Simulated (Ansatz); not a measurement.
Input file for `[SiH3][O][In]([Cl])[O][SiH3]`:

```yaml
crystal:
  periodic: [false, false, false]
  atoms:
    - {symbol: Si, position_ang: [0.760816, -2.671338, -0.416423]}
    - {symbol: O, position_ang: [0.372471, -1.099347, -0.174262]}
    - {symbol: In, position_ang: [-1.273237, -0.078093, 0.099663]}
    - {symbol: Cl, position_ang: [-3.331831, -1.081048, 0.142781]}
    - {symbol: O, position_ang: [-1.083132, 1.847563, 0.337902]}
    - {symbol: Si, position_ang: [0.179723, 2.891130, 0.364259]}
    - {symbol: H, position_ang: [0.217648, -3.162925, -1.713298]}
    - {symbol: H, position_ang: [2.241238, -2.788308, -0.432516]}
    - {symbol: H, position_ang: [0.214765, -3.533412, 0.669039]}
    - {symbol: H, position_ang: [0.919574, 2.871026, -0.928146]}
    - {symbol: H, position_ang: [1.137066, 2.548163, 1.452327]}
    - {symbol: H, position_ang: [-0.355102, 4.256599, 0.598675]}
basis:
  gaussian: {orbitals: def2-TZVPP}
correlation: {method: ccsd_t}
output: {orbitals: {seedname: orbitals}}
```

```sh
$ ansatz run in.yaml --threads 2 --pin off --events-out ev --progress --plain --max-ram 32768MiB --backend cuda --devices 0, --max-vram 18GiB
```

The program prints (abridged):

```
Functional definition: HF
2068 factors; integrals over basis functions are off by at most 1.2e-3 eV
mean field evaluation 1: about -37547.0867 eV, gradient 5.8e1 eV
mean field evaluation 2: about -37547.3414 eV, gradient 5.8e1 eV
mean field evaluation 4: about -37553.7922 eV, gradient 4.2e0 eV
mean field evaluation 8: about -37553.8743 eV, gradient 2.6e-1 eV
mean field -37553.87466375 eV, -1380.0794389622 hartree, gradient 2.5e-6 eV, S^2 0.000000; 0 other end points of the search recorded, 0 dependent functions left out
21 core orbitals not correlated: weight in the atoms' cores, before any rotation towards them, 1.000 or more for the frozen orbitals, at most 0.000 for the correlated occupied ones
reference -37553.87466375 eV, -1380.0794389622 hartree; 23, 23 occupied and 278, 278 virtual orbitals, 2068 factors
second order -32.27021426 eV of doubles, -0.00000000 eV of singles
cycle   1  -32.43808613 eV  change   -1.7e-1 eV  update   1.5e-1
cycle   2  -33.30104259 eV  change   -8.6e-1 eV  update   4.7e-2
cycle   3  -33.53940931 eV  change   -2.4e-1 eV  update   2.7e-2
cycle   4  -33.52066600 eV  change    1.9e-2 eV  update   6.8e-3
cycle   5  -33.51380616 eV  change    6.9e-3 eV  update   3.3e-3
cycle   6  -33.51563081 eV  change   -1.8e-3 eV  update   1.1e-3
cycle   7  -33.51535823 eV  change    2.7e-4 eV  update   5.1e-4
cycle   8  -33.51520374 eV  change    1.5e-4 eV  update   1.8e-4
cycle   9  -33.51532001 eV  change   -1.2e-4 eV  update   8.2e-5
cycle  10  -33.51533162 eV  change   -1.2e-5 eV  update   2.5e-5
perturbative correction -1.21214358 eV, -0.0445454548 hartree
Total energy: -37588.60213894 eV, -1381.3556501365 hartree
```

Run time 13 s (2 threads of an AMD EPYC 7R13 on a shared host and a share of an NVIDIA H100 80 GB); peak host memory 0.85 GiB.

Correlation energy per correlated electron: -0.755 eV. T1 diagnostic: 0.0147.
